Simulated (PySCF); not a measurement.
Two-component Hartree-Fock for Mn+ (manganese, charge +1)

Start: [Ar] 3d5 4s1; 3d3/2 filled at m_j = -3/2, -1/2, +1/2, +3/2; 3d5/2 filled at m_j = +5/2; 4s1/2 filled at m_j = +1/2. Calculated with PySCF 2.14 in x2c-SVPall-2c: generalised Hartree-Fock with the X2C-1e Hamiltonian and a Gaussian nucleus; one run each with spin-orbit coupling (SO) switched off, then screened by Boettger's factors.

| spinor shell | electrons | ε, spin-free (eV) | ε, screened SO (eV) | weight of nominal j (screened SO) | rms radius, screened SO (bohr) |
| --- | --- | --- | --- | --- | --- |
| 1s1/2 | 2 | -6604.8 | -6604.8 | 1.000 | 0.0704 |
| 2s1/2 | 2 | -811.42 | -811.41 | 1.000 | 0.302 |
| 2p1/2 | 2 | -685.37 | -692.82 | 0.978 | 0.271 |
| 2p3/2 | 4 | -685.37 | -681.70 | 0.989 | 0.274 |
| 3s1/2 | 2 | -113.76 | -113.76 | 1.000 | 0.917 |
| 3p1/2 | 2 | -75.993 | -76.454 | 0.664 | 0.986 |
| 3p3/2 | 4 | -75.993 | -75.768 | 0.832 | 0.990 |
| 3d3/2 | 4 | -25.373 | -25.387 | 0.508 | 1.28 |
| 3d5/2 | 1 | -25.373 | -25.317 | 1.000 | 1.28 |
| 4s1/2 | 1 | -14.900 | -14.900 | 1.000 | 3.13 |

| quantity | spin-free | screened SO |
| --- | --- | --- |
| E (hartree) | -1156.98947 | -1156.99988 |
| M_J | 3 | 3 |
| ⟨J²⟩ | 12.000 | 12.000 |
| ⟨L²⟩ | 0.000 | 0.001 |
| ⟨S²⟩ | 12.000 | 11.999 |

Each row is a mean over spinors that exchange with the open shell spreads, by up to 13.990 eV (3p3/2).

Rows whose weight is well below 1 are mixtures of j = l ± 1/2: exchange outweighs spin-orbit coupling there, and the label is only the starting occupation.

Without spin-orbit coupling the j labels of p, d and f shells carry no meaning; the spin-free column gives the mean over the occupied spinors of each nl shell.
